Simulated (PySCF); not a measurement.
C5H7BO, SMILES C#CB1OC[C@@H]1C.

Coordinates come from a PBE0-D3(BJ)/def2-SVP optimisation. The structure was generated by enumeration; whether it is a known compound was not checked.

All values below come from PBE0-D3(BJ)/def2-SVP run with PySCF.

No scaling factor is applied to the harmonic values.

```csv
mode,ν (cm⁻¹),IR (km/mol),moving atoms (share of kinetic energy)
1,103,1.8,"C 58 %, H 25 %, O 9 %, B 8 %"
2,129,4.0,"C 45 %, H 28 %, O 23 %"
3,167,1.4,"C 41 %, H 29 %, O 18 %, B 12 %"
4,231,0.9,"H 86 %, C 11 %"
5,275,3.0,"C 71 %, H 20 %"
6,366,0.6,"C 56 %, H 37 %"
7,474,6.1,"C 68 %, H 17 %, O 9 %"
8,530,0.8,"C 77 %, O 13 %, H 9 %"
9,635,14.4,"B 54 %, C 20 %, H 15 %, O 11 %"
10,715,38.0,"H 75 %, C 25 %"
11,764,7.1,"C 46 %, H 25 %, O 19 %, B 10 %"
12,770,25.8,"H 74 %, C 26 %"
13,888,0.8,"C 51 %, H 40 %"
14,913,5.4,"H 79 %, C 19 %"
15,988,8.2,"H 75 %, C 14 %, B 9 %"
16,1014,123.3,"C 46 %, O 41 %, H 10 %"
17,1086,32.9,"B 41 %, C 27 %, H 21 %, O 11 %"
18,1119,3.3,"H 52 %, C 47 %"
19,1163,2.5,"H 58 %, C 38 %"
20,1194,3.2,"H 78 %, C 17 %"
21,1201,33.2,"H 46 %, C 33 %, B 17 %"
22,1278,94.4,"H 63 %, C 21 %, B 15 %"
23,1372,72.4,"H 43 %, C 40 %, B 15 %"
24,1392,42.7,"H 56 %, C 25 %, B 13 %"
25,1406,128.6,"H 43 %, B 29 %, C 14 %, O 14 %"
26,1468,18.9,H 95 %
27,1475,9.2,H 95 %
28,1496,20.8,"H 82 %, C 9 %"
29,2195,87.4,"C 89 %, H 9 %"
30,3046,29.7,H 97 %
31,3070,50.3,H 95 %
32,3089,3.3,H 92 %
33,3133,18.5,"H 91 %, C 9 %"
34,3141,23.4,"H 90 %, C 10 %"
35,3150,15.6,"H 91 %, C 9 %"
36,3478,50.9,"H 86 %, C 14 %"
```
